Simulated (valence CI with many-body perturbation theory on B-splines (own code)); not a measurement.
**Hf LIX: key properties**

Computed by valence CI with perturbative core correlation (CI+MBPT): four valence electrons over a frozen Dirac-Fock core [Ne], a basis of 9 s, 9 p, 8 d, 6 f, 3 g, 1 h functions for each j, with the one-electron correlation potential Σ1, the two-electron term Σ2, the three-electron term Σ3, Breit, model QED; selected CI, second order for the rest, scaled by the run's own slope (own B-spline code, finite nucleus).

No measured spectrum was set against this ion. As an estimate, large intervals hold to a few tenths of a per cent, small ones and those within an open d or f shell to about a per cent.

Levels are named by their leading jj configuration (3d3/2^4 stands for four electrons in 3d with j = 3/2), which in mixed levels can hold well under half, so a name can repeat and another be missing.

Rates and lifetimes use the calculated energies. Strong lines usually hold to 10 to 20 %, long lifetimes can be off by a factor of two.

(1) What is the ground level?

(2) Where does the other parity begin?

(3) What is the ionisation energy?

(4) Name the longest-lived excited levels whose lifetime is computed, and their main decay.

(5) What are the static dipole polarisabilities of the lowest levels?

(6) How well does LS coupling describe the low levels?

Answers

(1) (3s^2 3p1/2^2) J=0, composition 69 % 3s²3p² ³P + 31 % 3s²3p² ¹S.

(2) At (3s 3p1/2^2 3p3/2) J=2, 34.207 Ry.

(3) 6150.5 eV; NIST lists 6149 ± 6 eV (theoretical).

(4) (3s^2 3p1/2 3p3/2) J=2 at 23.020 Ry lives 369 ns, mostly by E2 to (3s^2 3p1/2^2) J=0; (3s^2 3p1/2 3p3/2) J=1 at 22.355 Ry lives 5.58 ns, mostly by M1 to (3s^2 3p1/2^2) J=0; (3s^2 3p3/2 3d5/2) J=4 at 66.523 Ry lives 3.68 ns, mostly by M1 to (3s^2 3p1/2 3d5/2) J=3.

(5) (3s^2 3p1/2^2) J=0 0.00267 bohr³, of which the core gives 5.06e-05.

(6) Among the lowest 20 levels the leading LS term, summed over configurations, holds 58 % on average. For single configurations the figures are 55 % in LS and 93 % in jj coupling. Terms mix most in the J = 2 level at 57.395 Ry, where the leading one holds 28 %.
